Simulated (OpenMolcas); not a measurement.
Nb4+ (d1) in a complex was computed by SS-CASPT2, IPEA 0.25 Eh, imaginary shift 0.1 Eh with the d shell active (OpenMolcas, ANO-RCC-VDZP on the metal). Its lowest spin-free states, and all those of the highest spin:

```json
{"2S+1": "2", "Degeneracy": "1", "E (cm-1)": "0"}
{"2S+1": "2", "Degeneracy": "2", "E (cm-1)": "3760"}
{"2S+1": "2", "Degeneracy": "2", "E (cm-1)": "23250"}
```

Problem. Is the site octahedral, tetrahedral or cube-like, axial, or of lower symmetry?

Solution. The states with 2S+1 = 2 have orbital degeneracies 1, 2, 2. There are pairs but no triples, so the site is axial: not cubic, but with a proper or improper axis of order three or more. The run had Nb4+ with 6 ligands (fluoride) in trigonal prismatic coordination (D3h) at 1.99 Å, a polar angle of 49.6° against the regular 49.1°. A charge of +0.333 e stands 2.4 Å behind each ligand. Ligand basis ANO-RCC-VDZP.

Over all roots computed the reference weight is 0.72; a low but even weight reflects the number of correlated electrons. The least metal-like active orbital is 79 % on the metal (Löwdin) and no ligand orbital is active, so the numbers are rough. Ligand-to-metal charge-transfer states are missing. No measured value stands beside these numbers; the geometry was imposed, not optimised, and the real ion may take another.
